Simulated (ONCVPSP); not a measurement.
# hafnium, ONCV: configuration errors across variants

ONCVPSP 4.0.1 input, shortened (lines: element, Z, core and valence counts, functional; n l f; lmax; l rc ep ncon nbas qcut; lloc lpopt rc5 dvloc0; l nproj debl; icmod fcfact rcfact), PW91, scalar-relativistic:

```
  Hf 72.00   10    4  -109134      upf
    1    0    2.00
    2    0    2.00
    2    1    6.00
    3    0    2.00
    3    1    6.00
    3    2   10.00
    4    0    2.00
    4    1    6.00
    4    2   10.00
    4    3   14.00
    5    0    2.00
    5    1    6.00
    5    2    2.00
    6    0    2.00
    2
    0    2.10    0.00    5    9    5.70
    1    1.60    0.00    4    9   10.70
    2    3.05    0.00    3    6    6.00
    4    4    1.40    0.00
    0    3    3.60
    1    2    1.90
    2    1    3.00
    2    0.35    1.10
```

All-electron excitation energies from the reference (eV): (1) 5s2 5p6 5d2 6s1 8.032; (2) 5s2 5p6 5d2 6s0 22.254; (3) 5s2 5p6 5d3 6s1 2.590.

Errors AE − PS in meV (a dash: test not solved or not reliable):

| change | (1) | (2) | (3) | bound ghosts | GHOST(+) flags above zero |
| --- | --- | --- | --- | --- | --- |
| base | -2.4 | -1.9 | -1.0 | none | s |
| s: ncon 4, nbas 8 | -2.6 | -3.4 | -1.6 | none | s |
| d: nbas 8 | -2.4 | -0.7 | -3.1 | none | s |

Question: Give the same row for: d: qcut 4.2.

Answer: -3.0, -16, +15; bound ghosts: none; GHOST(+) flags above zero: s, d.
